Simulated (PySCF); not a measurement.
## Vibration and rotation of SnH

UHF-CCSD(T) constants of SnH, ²Π (doublet), unpaired electrons π ↑ (basis Sn def2-SVPD with ECP28, H def2-SVPD; scalar-relativistic core potentials; PySCF 2.14; masses 119.9022 and 1.0078 u):

```
ωe              : 1684.0 cm⁻¹
ωexe            : 28.7 cm⁻¹
Be              : 5.2981 cm⁻¹
αe              : 0.143 cm⁻¹
D (centrifugal) : 0.000210 cm⁻¹
De to Sn + H    : 2.50 eV
```

Problem. Give the vibrational terms G(v) and spacings up to v = 6.

Solution. G(v) = ωe(v+½) − ωexe(v+½)².

```json
{"v": "0", "G(v) (cm⁻¹)": "835", "G(v) − G(v−1)": "", "Bv (cm⁻¹)": "5.227"}
{"v": "1", "G(v) (cm⁻¹)": "2461", "G(v) − G(v−1)": "1627", "Bv (cm⁻¹)": "5.084"}
{"v": "2", "G(v) (cm⁻¹)": "4031", "G(v) − G(v−1)": "1569", "Bv (cm⁻¹)": "4.941"}
{"v": "3", "G(v) (cm⁻¹)": "5542", "G(v) − G(v−1)": "1512", "Bv (cm⁻¹)": "4.798"}
{"v": "4", "G(v) (cm⁻¹)": "6997", "G(v) − G(v−1)": "1454", "Bv (cm⁻¹)": "4.655"}
{"v": "5", "G(v) (cm⁻¹)": "8394", "G(v) − G(v−1)": "1397", "Bv (cm⁻¹)": "4.512"}
{"v": "6", "G(v) (cm⁻¹)": "9733", "G(v) − G(v−1)": "1340", "Bv (cm⁻¹)": "4.369"}
```

Problem. How well does the Morse estimate ωe²/(4ωexe) reproduce De, and what is D0?

Solution. It gives 3.06 eV, 123 % of the computed De. D0 = De − G(0) = 2.50 − 0.10 = 2.40 eV.

Correlated steps freeze 4 core orbitals. Correlated levels converge slowly with the basis: in double zeta they bind strong bonds too weakly, by up to about 1 eV, and carry superposition errors of some tenths. Spin–orbit coupling is left out, which matters for elements this heavy, above all for dissociation energies. The state was picked by a PBE0 search and need not be the measured ground state.
